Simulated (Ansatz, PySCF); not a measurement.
Process, species as SMILES: OB(O)Cl → O[B]Cl + [OH] (HO) (the B-O bond at the site shown breaks; other sites are not compared here)
Geometries: B3LYP-D3(BJ)/def2-TZVP minima from Ansatz (a quantum-chemistry and plane-wave program), one conformer each, not searched for the lowest. Frequencies are from Ansatz or PySCF.
Geometry of the first species:
```
B
O 1 1.3603
H 2 0.9621 1 116.06
O 1 1.3603 2 126.47 3 0.00
H 4 0.9621 1 116.06 2 0.00
Cl 1 1.7695 2 116.76 3 -180.00
```

Wanted: bond dissociation energy (enthalpy at 298 K, with B3LYP-D3(BJ) rigid-rotor harmonic-oscillator terms), in kcal/mol. Cores are frozen in the correlated levels unless marked. UHF or UKS for open shells. No spin-orbit coupling. No relativistic terms. CBS(X,Y): correlation extrapolated as X^-3; Hartree-Fock from the larger set.

CCSD(T)/CBS(cc-pV(T+d)Z,cc-pV(Q+d)Z) (Ansatz) gives 144.8 kcal/mol.

Q: Another calculation gave 140.1 kcal/mol. Which level was it?
A) revPBE/def2-TZVPD (Ansatz)
B) LC-wPBE/def2-TZVPD (Ansatz)
C) r2SCAN/def2-TZVPD (Ansatz)
D) wB97M-V/def2-TZVPD (Ansatz)

A: B, LC-wPBE/def2-TZVPD (Ansatz). The others give 136.7 (r2SCAN), 144.7 (wB97M-V), 132.7 (revPBE) kcal/mol.
